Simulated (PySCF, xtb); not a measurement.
chlorotrifluoromethane (CClF3), SMILES FC(F)(F)Cl.

xtb with GFN2-xTB at its own geometry gives an orbital gap of 7.16 eV and a dipole moment of 1.07 D.

Coordinates come from a B3LYP-D3(BJ)/def2-SVP optimisation.

Task: What does CAM-B3LYP/def2-TZVP (PySCF) give? (An estimate is asked for; the answer gives what the named calculation found.)

Result: gap 12.60 eV (levels -11.51 and 1.08 eV), dipole 0.40 D.
